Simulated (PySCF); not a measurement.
B(Br)(Me)(OH) (CH4BBrO), SMILES CB(O)Br. Atoms are numbered in the order given.

```xyz
8

B      0.1345    -0.9521     0.0000
Br    -0.0765     0.9902     0.0000
C     -1.1251    -1.8712     0.0000
H     -1.7531    -1.6616     0.8806
H     -0.8520    -2.9359     0.0000
H     -1.7531    -1.6616    -0.8806
O      1.3806    -1.4539     0.0000
H      2.0684    -0.7781     0.0000
```

Geometry optimised at PBE0-D3(BJ)/def2-SVP. Other conformers were not sampled.

These are r2SCAN/def2-TZVP run with PySCF values and carry that method's errors.

The molecule is in vacuum.

Computed frontier levels, gap, dipole moment and polarisability:
highest occupied level: -7.31 eV
lowest empty level: -0.68 eV
orbital gap: 6.64 eV
dipole moment: 0.77 D
quadrupole, principal values (traceless, Buckingham form, about the centre of nuclear charge): -4.66, -0.55, 5.21 D·Å
mean static polarisability: 49.5 bohr³ (7.34 Å³)
polarisability, principal values: 38.8, 49.4, 60.3 bohr³
